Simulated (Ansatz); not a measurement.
## Ligand exchange: C2H7N + Cd(NH2)2 → CH6N2 + Cd(CH3)(NH2)

Species: C2H7N (dimethylamine) `CNC`, singlet; Cd(NH2)2, singlet; CH6N2 (methylhydrazine) `CNN`, singlet; Cd(CH3)(NH2), singlet. The partners trade CH3 for NH2: N–CH3 and Cd–NH2 bonds give way to N–NH2 and Cd–CH3.

Shapes, held fixed at every level: PBE0-D4/def2-TZVP. Flexible molecules stand in one conformer, not always the lowest. Programs: Ansatz 0.2.0. Electronic energies: no zero-point or thermal term.

(1) Estimate ΔE of this reaction.

Answers

(1) The highest level, CCSD(T)/def2-TZVPP, gives ΔE = +96.4 kJ/mol; the levels span +92.4 to +99.7. The column of differences is taken from that level and isn't an error. No measured value is set beside it here. For atoms past krypton def2 sets carry core potentials with scalar relativity. Outer-core shells of Cd are correlated in most correlated rows, in sets that cover them unevenly.

```tsv
level	kind	ΔE (kJ/mol)	less CCSD(T)/def2-TZVPP
HF/def2-TZVPP	Hartree–Fock	+99.4	+3.0
BHLYP-D4/def2-TZVPP	global hybrid	+95.6	-0.8
wB97X-V/def2-TZVPP	range-separated hybrid	+92.4	-4.0
MP2/def2-TZVPP	perturbation theory	+99.7	+3.3
CCSD(T)/def2-SVP	coupled cluster or CI	+95.1	-1.3
CCSD/def2-TZVPP	coupled cluster or CI	+96.8	+0.4
CCSD(T)/def2-TZVPP	coupled cluster or CI	+96.4	0.0
```
